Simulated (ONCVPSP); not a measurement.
Cutoff test, K, ONCV

* Element: K
* Generator: ONCVPSP 4.0.1
* Type: optimised norm-conserving Vanderbilt (ONCV)
* Functional: PBE
* Relativity: scalar-relativistic
* Frozen core: [Ne]
* Valence charge: 9
* Reference configuration: 3s2 3p6 3d1
* Partial waves: 3s: rc 1.85 bohr, ncon 4, nbas 7, qcut 7.9 1/bohr, 2 projectors, debl 1.2 Ha; 3p: rc 1.55 bohr, ncon 4, nbas 7, qcut 10.1 1/bohr, 2 projectors, debl 3 Ha; 3d: rc 4.00 bohr, ncon 4, nbas 8, qcut 2.2 1/bohr, 2 projectors, debl 0.5 Ha
* Local potential: polynomial inside 1.05 bohr (lpopt 5, dvloc0 0 Ha)
* Core correction: Teter function fitted to the true core (icmod 2), fcfact 0.65

In the s channel the program set the typed energies aside and used -1.353, 0.250 Ha.

Task: For each optimised wave give the share of its norm inside rc, the residual kinetic energy above qcut (Ha) and the cutoffs (Ha) for errors of 10, 1, 0.1 and 0.01 mHa per electron.

Result:

```
         wave  norm inside rc  residual KE  10 mHa  1 mHa  0.1 mHa  0.01 mHa
           3s           0.883      5.4e-08    12.1   17.1     21.2      24.5
s projector 2           0.119      6.1e-08    10.9   16.8     21.2      24.8
           3p           0.643      2.3e-08     8.4   19.0     28.8      35.2
p projector 2           0.090      3.0e-08     9.2   20.6     31.4      38.5
           3d           0.183      3.1e-03     1.8    4.9     13.5      17.1
d projector 2           0.305      1.3e-01     5.5   16.6     19.5      24.2
```

The occupied waves need 19 Ha and 29 Ha for 1 and 0.1 mHa. Note: no bound ghost flagged; GHOST(+) flagged for d at 12.7 eV. 4 of 4 tests not solved or not reliable.
